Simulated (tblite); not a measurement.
A tight-binding relaxation on `C[CH2][Ge@H]([PH2])[CH2][GeH3]`.

Computed with GFN2-xTB geometry optimisation, gas phase (tblite 0.8.0). Start geometry: from a force field or distance geometry. The command runs a driver script over a list of jobs; the input below is this job's line of settings and its coordinates in Å.

Command:
```bash
OMP_NUM_THREADS=1 python probes_run.py task.json out
```

Input:
```
{"job": {"kind": "relax", "xc": "GFN2-xTB", "basis": "xTB"}, "charge": 0, "multiplicity": 1}
C      2.476100    -0.155200     0.714000
C      1.040800     0.335000     0.844000
Ge     0.137100     0.542300    -0.827900
P     -1.234400     2.392600    -0.644100
C     -1.071300    -0.926000    -1.246800
Ge    -1.846500    -1.667800     0.353500
H      3.149000     0.713200     0.924000
H      2.649900    -0.986500     1.427100
H      2.627500    -0.528400    -0.306700
H      1.105200     1.335300     1.347700
H      0.442600    -0.295600     1.558200
H      1.133600     0.776400    -1.978900
H     -0.737100     3.444800    -1.472700
H     -1.156600     2.816100     0.736300
H     -1.907700    -0.517100    -1.882500
H     -0.579700    -1.697300    -1.870200
H     -1.080200    -2.967100     0.746400
H     -1.816800    -0.613800     1.475000
H     -3.341300    -1.991800     0.096200
```

Output:
```
step      E/eV     max force
  0    -526.81118    2.176
  1    -527.06090    1.433
  2    -527.26772    1.183
  3    -527.40587    1.086
  4    -527.52881    0.872
  5    -527.57356    0.405
  6    -527.59313    0.259
  7    -527.60028    0.233
  8    -527.60941    0.217
  9    -527.61666    0.196
... (185 lines left out)
195    -527.87413    0.048
196    -527.87439    0.041
197    -527.87461    0.030
198    -527.87478    0.032
199    -527.87494    0.028
200    -527.87503    0.029
201    -527.87512    0.021
202    -527.87516    0.014
203    -527.87520    0.011
204    -527.87522    0.009
```

«max force» is the largest atomic force in eV/Å.

Question: From which step on does the largest force stay under 0.1 eV/Å, and how much energy is left to gain from there?

Answer: From step 174 (0.086 eV/Å), 5.4 meV above the end.

Summary of the converged run: energy lowered by 24.5 kcal/mol over 204 steps; largest atomic force 0.009 eV/Å at the end.

Question: Give the final coordinates.

Answer: 0.918 Å rms from the input after alignment:
```
atom  x, y, z in Å
C1     2.2218   -0.5522    0.5785
C2     1.2996    0.6435    0.7514
Ge3    0.0709    0.8941   -0.8120
P4    -1.4826    2.5911   -0.5807
C5    -0.8488   -0.8156   -1.2563
Ge6   -1.8294   -1.5795    0.2557
H7     2.8093   -0.4526   -0.3322
H8     2.9062   -0.6370    1.4215
H9     1.6445   -1.4737    0.5145
H10    1.8913    1.5525    0.8769
H11    0.6996    0.5210    1.6559
H12    0.9435    1.2199   -2.0305
H13   -0.5302    3.4790   -0.0997
H14   -1.8254    2.1842    0.7002
H15   -1.5447   -0.6347   -2.0755
H16   -0.1115   -1.5339   -1.6126
H17   -0.9250   -1.9408    1.3918
H18   -2.8488   -0.6251    0.7903
H19   -2.5502   -2.8308   -0.1447
```

On one thread, Arm Neoverse V2 (aarch64), shared host with 96 logical CPUs at a one-minute load of 65, this took 1.5 s of wall time.
Labels such as C1 count atoms from 1, the log's own numbers from 0.
